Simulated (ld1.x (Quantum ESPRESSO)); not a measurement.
Pseudopotential generation for silver (Ag): TM, LDA (PZ), fully relativistic.

Ag (Z = 47), norm-conserving Troullier–Martins (Kleinman–Bylander form), made with ld1.x (Quantum ESPRESSO) 7.5 (LDA (PZ), fully relativistic). Core [Kr], reference 4d9 5s0 5p0 (charge +2). Waves: 5s (bound, empty): rc 2.40 bohr; 4d (bound): rc 1.70 bohr; 5p (bound, empty): rc 2.35 bohr. Local part: the p channel. Core correction: a·sin(br)/r model core inside 0.95 bohr.

Open shells are filled in proportion to 2j + 1 (rel_dist='average').

All-electron outer shells of the reference configuration (LDA (PZ), scalar-relativistic, ld1.x):

| shell | level (eV) | outermost node (bohr) | outermost maximum (bohr) |
| --- | --- | --- | --- |
| 4p | -81.10 | 0.44 | 0.87 |
| 4d | -29.15 | 0.43 | 1.03 |
| 5s | -21.13 | 1.09 | 2.20 |
| 5p | -14.48 | 1.22 | 2.62 |

Calculated quality:

- Cutoffs needed: 70 Ry and 100 Ry (the cutoffs (Ry, on a coarse ladder) from which the occupation-weighted sum of valence levels, in a spherical-Bessel basis at the reference potential, stays within 10 and 1 mRy of its value at 400 Ry)
- Ghost test: no extra level below or beside the all-electron valence levels (s, d3/2, d5/2, p1/2, p3/2, f tested) (spherical-Bessel basis up to 400 Ry, 20 bohr box)
- Largest excitation error: -297 meV (all-electron minus pseudo) for 4d8 5s0 5p0, out of 7 test configurations

Generation and tests took about 1.7 s on one core of a shared server CPU.
